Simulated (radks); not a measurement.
Species: Os2+. Configuration: [Xe] 4f14 5d5 6p1 (not the ground configuration).

Method: Dirac Kohn-Sham, PBE, spin-unpolarised, spherical densities, point nucleus; open shells fill j = l - 1/2 first; computed with a radial shooting solver on a logarithmic mesh with Libxc functionals.

Energy parts (eV):
total: -470227.82
kinetic: 533959.51
electron-nucleus: -1176894.17
Hartree: 181964.28
exchange-correlation: -9257.45

Orbitals (lengths in bohr, moments of r in powers of bohr):
1s1/2: occ. 2; eigenvalue (eV) -73791.28; <r^4> 5.119e-07; <r^2> 0.0004332; <1/r> 90.52; <r> 0.01773
2s1/2: occ. 2; eigenvalue (eV) -12859.31; <r^4> 0.00007579; <r^2> 0.006582; <1/r> 22.11; <r> 0.07424
2p1/2: occ. 2; eigenvalue (eV) -12310.72; <r^4> 0.00004544; <r^2> 0.004684; <1/r> 22.06; <r> 0.06130
2p3/2: occ. 4; eigenvalue (eV) -10779.30; <r^4> 0.00006780; <r^2> 0.005880; <1/r> 18.31; <r> 0.06950
3s1/2: occ. 2; eigenvalue (eV) -3008.583; <r^4> 0.002782; <r^2> 0.04288; <1/r> 8.116; <r> 0.1933
3p1/2: occ. 2; eigenvalue (eV) -2763.631; <r^4> 0.002444; <r^2> 0.03926; <1/r> 8.027; <r> 0.1835
3p3/2: occ. 4; eigenvalue (eV) -2429.660; <r^4> 0.003286; <r^2> 0.04577; <1/r> 7.055; <r> 0.1986
3d3/2: occ. 4; eigenvalue (eV) -2020.206; <r^4> 0.002210; <r^2> 0.03533; <1/r> 6.951; <r> 0.1734
3d5/2: occ. 6; eigenvalue (eV) -1947.879; <r^4> 0.002417; <r^2> 0.03711; <1/r> 6.724; <r> 0.1781
4s1/2: occ. 2; eigenvalue (eV) -651.6444; <r^4> 0.06429; <r^2> 0.2106; <1/r> 3.419; <r> 0.4317
4p1/2: occ. 2; eigenvalue (eV) -548.9155; <r^4> 0.06965; <r^2> 0.2163; <1/r> 3.308; <r> 0.4357
4p3/2: occ. 4; eigenvalue (eV) -470.4733; <r^4> 0.09339; <r^2> 0.2505; <1/r> 2.970; <r> 0.4693
4d3/2: occ. 4; eigenvalue (eV) -302.1423; <r^4> 0.1167; <r^2> 0.2697; <1/r> 2.760; <r> 0.4825
4d5/2: occ. 6; eigenvalue (eV) -287.6154; <r^4> 0.1278; <r^2> 0.2823; <1/r> 2.680; <r> 0.4938
5s1/2: occ. 2; eigenvalue (eV) -112.4785; <r^4> 1.877; <r^2> 1.134; <1/r> 1.351; <r> 1.005
5p1/2: occ. 2; eigenvalue (eV) -80.7538; <r^4> 2.777; <r^2> 1.356; <1/r> 1.224; <r> 1.095
4f5/2: occ. 6; eigenvalue (eV) -74.6142; <r^4> 0.3102; <r^2> 0.3759; <1/r> 2.258; <r> 0.5522
4f7/2: occ. 8; eigenvalue (eV) -71.8078; <r^4> 0.3309; <r^2> 0.3873; <1/r> 2.226; <r> 0.5603
5p3/2: occ. 4; eigenvalue (eV) -68.4075; <r^4> 3.917; <r^2> 1.607; <1/r> 1.105; <r> 1.192
5d3/2: occ. 4; eigenvalue (eV) -26.6979; <r^4> 16.19; <r^2> 3.053; <1/r> 0.8031; <r> 1.619
5d5/2: occ. 1; eigenvalue (eV) -25.4761; <r^4> 18.35; <r^2> 3.248; <1/r> 0.7768; <r> 1.669
6p1/2: occ. 1; eigenvalue (eV) -16.1454; <r^4> 161.4; <r^2> 10.40; <1/r> 0.4159; <r> 3.043
6p3/2: occ. 0; eigenvalue (eV) -14.7340; <r^4> 215.5; <r^2> 12.08; <1/r> 0.3834; <r> 3.282

The highest occupied level is 6p1/2 at -16.145 eV. The density falls to 0.001 e/bohr^3 at r = 4.13 bohr.
